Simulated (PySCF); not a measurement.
Computed structure and properties of [Eu(NH3)3]2+

System: [Eu(NH3)3]2+ (singlet in the valence; each metal's 4f electrons, 7 of them, lie in its core potential, out of spins and levels); start: template (C3h). Method: PySCF 2.14.0, RKS PBE0, Eu lcecp-0-SVP with ECP53, N def2-SVP, H def2-SVP; non-relativistic Hamiltonian with scalar-relativistic core potentials where named; density fitting; no spin-orbit coupling.

Input of the relaxation:

```python
mol = gto.M(atom='''
Eu     0.00000    -0.00000     0.00000
N      2.70500    -0.00000     0.00000
H      3.10294    -0.46958     0.81330
H      3.10294    -0.46958    -0.81330
H      3.10297     0.93917     0.00000
N     -1.35250     2.34260     0.00000
H     -1.14480     2.92201     0.81330
H     -1.14480     2.92201    -0.81330
H     -2.36483     2.21766     0.00000
N     -1.35250    -2.34260     0.00000
H     -1.95814    -2.45243     0.81330
H     -1.95814    -2.45243    -0.81330
H     -0.73814    -3.15683     0.00000''',
    basis={'Eu': 'lcecp-0-SVP', 'N': 'def2-SVP', 'H': 'def2-SVP'},
    ecp={'Eu': 'lcecp-0-SVP'},
    charge=2, spin=0)
mf = dft.RKS(mol, xc='PBE0')
mf.grids.atom_grid = (50, 194)  # f atoms: unpruned, at least (60, 302)
mf = mf.density_fit()  # fitting sets: Eu AutoAux, N def2-universal-JKFIT, H def2-universal-JKFIT
mf.conv_tol = 1e-08; mf.max_cycle = 55
mf.kernel(dm0)  # dm0: converged density of the start geometry
# quasi-Newton relaxation in Cartesian coordinates to a largest gradient under 0.00045 Eh/bohr, steps kept in the point group
```

Run from Python with OMP_NUM_THREADS=2; the lines above give its settings. Where DIIS fails, smearing, a level shift and second-order steps follow.
It took 31 s on 2 threads of Arm Neoverse V2, on a shared host, from the converged density of the start.

Course of the relaxation:

```json
{"step": "0", "energy above end (eV)": "0.0462", "largest force component within the symmetry (eV/Å)": "0.884"}
{"step": "1", "energy above end (eV)": "0.0114", "largest force component within the symmetry (eV/Å)": "0.368"}
{"step": "2", "energy above end (eV)": "0.0014", "largest force component within the symmetry (eV/Å)": "0.030"}
{"step": "3", "energy above end (eV)": "0.0010", "largest force component within the symmetry (eV/Å)": "0.015"}
{"step": "4", "energy above end (eV)": "0.0000", "largest force component within the symmetry (eV/Å)": "0.021"}
{"step": "5", "energy above end (eV)": "0.0000", "largest force component within the symmetry (eV/Å)": "0.006"}
```

Relaxed geometry (C3h):

```xyz
13

Eu    0.0000    0.0000    0.0000
N     2.6611    0.0001    0.0000
H     3.0955   -0.4654    0.8060
H     3.0955   -0.4654   -0.8060
H     3.0955    0.9308    0.0000
N    -1.3306    2.3045    0.0000
H    -1.1447    2.9135    0.8060
H    -1.1447    2.9135   -0.8060
H    -2.3538    2.2154    0.0000
N    -1.3304   -2.3046    0.0000
H    -1.9508   -2.4480    0.8060
H    -1.9508   -2.4480   -0.8060
H    -0.7417   -3.1462    0.0000
```

| contact | Å |
| --- | --- |
| Eu1–N2 (NH3) | 2.661 |
| Eu1–N6 (NH3) | 2.661 |
| Eu1–N10 (NH3) | 2.661 |

On the finer grid (75, 302):

* HOMO: not given (4f levels lie in the core)
* LUMO: not given (4f levels lie in the core)
* Dipole about the centre of mass: 0.00 D
* Set of Mulliken populations of Eu1 outside the core potential: s 2.18, p 6.13, d 0.37, f 0.01
* D3(BJ) dispersion energy (not in the energies): -0.174 eV

```
atom  Mulliken (e)  Löwdin (e)  spin (e)
 Eu1          1.31        1.15      0.00
  N2         -0.36       -0.09      0.00
  H3          0.20        0.12      0.00
  H4          0.20        0.12      0.00
  H5          0.20        0.12      0.00
  N6         -0.36       -0.09      0.00
  H7          0.20        0.12      0.00
  H8          0.20        0.12      0.00
  H9          0.20        0.12      0.00
 N10         -0.36       -0.09      0.00
 H11          0.20        0.12      0.00
 H12          0.20        0.12      0.00
 H13          0.20        0.12      0.00
```

The 4f levels lie in the core potential and are missing. Their spin isn't counted.

On the grid (50, 194), as all that follows. Harmonic modes: 3 unstable but soft, so probably a saddle point, though modes this soft are near the noise (counted below −25 cm⁻¹); lowest -50 cm⁻¹ (negative: unstable), highest 3543 cm⁻¹, zero-point energy 3.073 eV.

Taking off one NH3 (charge 0, singlet; the rest: singlet) in vacuum, both parts rigid, costs 2.04 eV; the small basis without counterpoise inflates it. Parting with an electron moved from the ligand to the metal can be far cheaper, even downhill.

Rigid scan of NH3 along the line from its metal:

distance to N2 (Å), energy (eV) and a bar:
```
     2.36      0.271 ##############################
     2.46      0.105 ############
     2.56      0.023 ###
     2.66      0.000 
     2.76      0.018 ##
     2.86      0.064 #######
     3.06      0.202 ######################
```

One start shape was tried, so this needn't be the lowest isomer.

An lcecp potential fixes the number of 4f electrons, so in runs with it no electron can move into or out of that shell.
